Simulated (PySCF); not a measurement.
BH, SMILES [BH] (connectivity only; charge and spin as stated), neutral, multiplicity 1. Atoms are numbered in the order given.

```xyz
2

B      0.0000     0.0000    -0.2069
H      0.0000     0.0000     1.0343
```

The structure is a stationary point at PBE0-D3(BJ)/def2-TZVPD.

Two levels are set side by side: PBE/pcSseg-2 (PySCF) and HF/pcSseg-2 (PySCF). GIAO shifts against BF3 (¹¹B), TMS (¹H) at the same level; non-relativistic, no solvent, atoms listed together averaged. Differences are taken from unrounded values.

```csv
quantity,HF,PBE,PBE minus HF
δ(¹¹B) of B1 (ppm),367.0,354.5,-12.5
δ(¹H) of H2 (ppm),7.58,8.58,0.99
```
